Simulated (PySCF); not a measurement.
# Molecular orbitals of SnCl

r²SCAN0 at R = 2.374 Å; basis Sn def2-TZVPP with ECP28, Cl def2-TZVPP; scalar-relativistic core potentials; PySCF 2.14. State: ²Π (doublet), unpaired electrons π ↑. Only the outer orbitals are listed, counted within each symmetry, core potentials removing the inner ones.

| spin | orbital | occ. | ε (eV) | on Sn (%) | main shells (%) |
| --- | --- | --- | --- | --- | --- |
| α | 7σ | 1 | -22.63 | 6 | 94 Cl s |
| α | 8σ | 1 | -13.35 | 71 | 71 Sn s, 25 Cl p |
| α | 4π | 1 | -9.31 | 9 | 91 Cl p |
| α | 4π | 1 | -9.23 | 7 | 92 Cl p |
| α | 9σ | 1 | -9.12 | 43 | 57 Cl p, 23 Sn s, 19 Sn p |
| α | 5π | 1 | -5.21 | 93 | 92 Sn p |
| α | 5π | 0 | -3.11 | 95 | 94 Sn p |
| α | 10σ | 0 | -0.63 | 90 | 78 Sn p, 10 Cl p, 8 Sn d |
| α | 6π | 0 | 3.13 | 99 | 96 Sn p |
| β | 7σ | 1 | -22.54 | 6 | 93 Cl s |
| β | 8σ | 1 | -12.65 | 63 | 62 Sn s, 33 Cl p |
| β | 4π | 1 | -9.22 | 7 | 93 Cl p |
| β | 4π | 1 | -9.04 | 5 | 94 Cl p |
| β | 9σ | 1 | -8.82 | 51 | 49 Cl p, 32 Sn s, 19 Sn p |
| β | 5π | 0 | -2.76 | 95 | 95 Sn p |
| β | 5π | 0 | -1.75 | 96 | 96 Sn p |
| β | 10σ | 0 | -0.19 | 90 | 78 Sn p, 10 Cl p |

Problem. Which are the highest filled and the lowest empty level, where do they sit, and how wide is the gap?

Solution. Highest filled α 5π at -5.21 eV (in %: 92 Sn p); lowest empty α 5π at -3.11 eV (in %: 94 Sn p); the gap at r²SCAN0 is 2.10 eV. Both belong to one degenerate shell, split only by its one-sided filling, so this is no excitation gap.

- bond order (Mayer): 1.00
- ⟨S²⟩: 0.757
- charge on Sn (Mulliken, basis-dependent): 0.41
- charge on Sn (Löwdin, basis-dependent): 0.06
- dipole moment (positive dipole means Sn(−)Cl(+)): -2.71 D

Spin–orbit coupling is left out. The state was picked by a PBE0 search and need not be the measured ground state.
